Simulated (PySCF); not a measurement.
phenylhydrazine: calculation and literature

Geometry (Å), atoms numbered from 1 in this order:
```xyz
16

N    -2.7343   -0.6655   -0.4771
N    -1.8910    0.3880   -0.0820
C    -0.5179    0.2537    0.0038
C     0.0947   -0.9942    0.1240
C     1.4665   -1.0863    0.2686
C     2.2504    0.0528    0.3003
C     1.6473    1.2962    0.1858
C     0.2809    1.3998    0.0344
H    -2.8412   -1.3183    0.2966
H    -2.3490   -1.1764   -1.2740
H    -2.2222    1.2816   -0.4217
H    -0.4991   -1.8974    0.1098
H     1.9238   -2.0612    0.3577
H     3.3210   -0.0247    0.4129
H     2.2507    2.1919    0.2088
H    -0.1883    2.3688   -0.0594
```

The experiment to reproduce: δ 1H H13/H15 7.17; H14 6.76; H12/H16 6.70 ppm (measured; solution, CDCl3, 309 K; Shapiro, Mohrmann, J. Phys. Chem. Ref. Data 1977, 6, 919).

[PySCF 2.14.0 with density-fitted response routines: geometry: GFN2-xTB; GIAO PBE0/pcSseg-1 shieldings; rapidly exchanging positions averaged; isolated molecule; non-relativistic Hamiltonian; one computed conformer]

Problem. How close does the calculation come?

Solution. 
Reference values: measured (solution, CDCl3, 309 K; Shapiro, Mohrmann, J. Phys. Chem. Ref. Data 1977, 6, 919).
```csv
atoms,quantity,reference,computed,"computed, scaled"
H13/H15,δ 1H,7.17,7.49,7.15
H14,δ 1H,6.76,6.94,6.64
H12/H16,δ 1H,6.70,6.65,6.37
```

Computed shifts are σ(ref) − σ with the named reference compound (TMS for H and C) calculated as an isolated molecule at the same level. The measured values may be among those fitted. Expected solution values come from regression of measured δ (H and C: mostly CDCl3, vs TMS) on computed σ: 1H (scatter 0.17 ppm rms, 0.18 ppm with the 4 outliers that the fit left out). Occasional misses reach two or three times the rms, and more in compound classes unlike the fitted ones. H not on carbon is unscaled (vs computed TMS).

Problem. How far are the unscaled 1H shifts from the references?

Solution. Mean signed difference +0.15 ppm, mean absolute 0.18 ppm over 3 comparisons; the largest is +0.32 ppm at H13/H15 (hydrogen on an aromatic CH).
